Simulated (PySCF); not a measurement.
Computed IR spectrum (relative IR intensity) of a molecule C₂H₆BFO. Geometry optimised at ωB97X-D3(BJ)/def2-SVP. The values are those of a single conformer. Calculation: ωB97X-D3(BJ)/def2-SVP run with PySCF 2.14.0. Frequencies are harmonic and unscaled.

ν (cm⁻¹): 79 (w), 199 (vw), 294 (m), 376 (w), 398 (m), 670 (w), 951 (w), 1120 (m), 1181 (m), 1195 (vs), 1303 (m), 1374 (vs), 1424 (m), 1438 (w), 1451 (m), 1485 (w), 2991 (m), 3029 (m), 3149 (vw), 3191 (w), 3897 (m) (against the strongest line: vs over 80 %, s over 45 %, m over 15 %, w over 4 %, vw less)

### Question
Which molecule gave these data?
A. CB(F)CO
B. COB(C)F
C. CB(O)CF
D. CCB(O)F

### Answer
A, CB(F)CO
